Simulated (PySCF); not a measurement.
# A small calculation by hand: entropy of an ideal gas

C4H5, SMILES C=[C]C=C (connectivity only; charge and spin as stated), charge +1, multiplicity 1.

Coordinates come from a PBE0-D3(BJ)/def2-SVP optimisation. The spin state was assumed, not searched. The isomer is the one that the SMILES or the coordinates give; other isomers of the formula were not compared. One conformer was computed; it need not be the lowest.

PBE0-D3(BJ)/def2-SVP run with PySCF gives the harmonic wavenumbers 213, 239, 377, 548, 575, 865, 868, 925, 983, 1102, 1121, 1272, 1292, 1420, 1600, 1999, 3106, 3166, 3194, 3196, 3287 cm⁻¹ and the rotational temperatures 1.8175, 0.2225, 0.2043 K. The molar mass is 53.08 g/mol, the symmetry number 1, the spin multiplicity 1.

Work out the entropy at 298.15 K and 1 atm in the rigid-rotor, harmonic-oscillator model.


Translation (Sackur–Tetrode at 1 atm): S = R[1.5 ln M + 2.5 ln T − 1.16487] = 158.3 J/(mol K).
Rotation: q = (√π/σ) T^1.5/√(θA θB θC) = 31700, S = R[ln q + 3/2] = 98.7 J/(mol K).
Vibration: with u = 1.4388 ν/T, each mode gives R[u/(e^u − 1) − ln(1 − e^−u)]:
```json
[
 {"ν (cm⁻¹)": "213", "modes": "1", "u": "1.03", "S (J/(mol K))": "8.44"},
 {"ν (cm⁻¹)": "239", "modes": "1", "u": "1.15", "S (J/(mol K))": "7.57"},
 {"ν (cm⁻¹)": "377", "modes": "1", "u": "1.82", "S (J/(mol K))": "4.40"},
 {"ν (cm⁻¹)": "548", "modes": "1", "u": "2.64", "S (J/(mol K))": "2.29"},
 {"ν (cm⁻¹)": "575", "modes": "1", "u": "2.77", "S (J/(mol K))": "2.07"},
 {"ν (cm⁻¹)": "865", "modes": "1", "u": "4.17", "S (J/(mol K))": "0.67"},
 {"ν (cm⁻¹)": "868", "modes": "1", "u": "4.19", "S (J/(mol K))": "0.66"},
 {"ν (cm⁻¹)": "925", "modes": "1", "u": "4.46", "S (J/(mol K))": "0.53"},
 {"ν (cm⁻¹)": "983", "modes": "1", "u": "4.74", "S (J/(mol K))": "0.42"},
 {"ν (cm⁻¹)": "1102", "modes": "1", "u": "5.32", "S (J/(mol K))": "0.26"},
 {"ν (cm⁻¹)": "1121", "modes": "1", "u": "5.41", "S (J/(mol K))": "0.24"},
 {"ν (cm⁻¹)": "1272", "modes": "1", "u": "6.14", "S (J/(mol K))": "0.13"},
 {"ν (cm⁻¹)": "1292", "modes": "1", "u": "6.23", "S (J/(mol K))": "0.12"},
 {"ν (cm⁻¹)": "1420", "modes": "1", "u": "6.85", "S (J/(mol K))": "0.07"},
 {"ν (cm⁻¹)": "1600", "modes": "1", "u": "7.72", "S (J/(mol K))": "0.03"},
 {"ν (cm⁻¹)": "1999", "modes": "1", "u": "9.65", "S (J/(mol K))": "0.01"}
]
```
The stiffer modes add less than 0.005 each. Sum 27.9 J/(mol K).
Spin: R ln 1 = 0.0 J/(mol K).
Total 284.8 J/(mol K); the program's own thermochemistry gives 284.8. Translation makes up 56 % and vibration 10 %. Anharmonicity, hindered rotation and orbital degeneracy are left out.
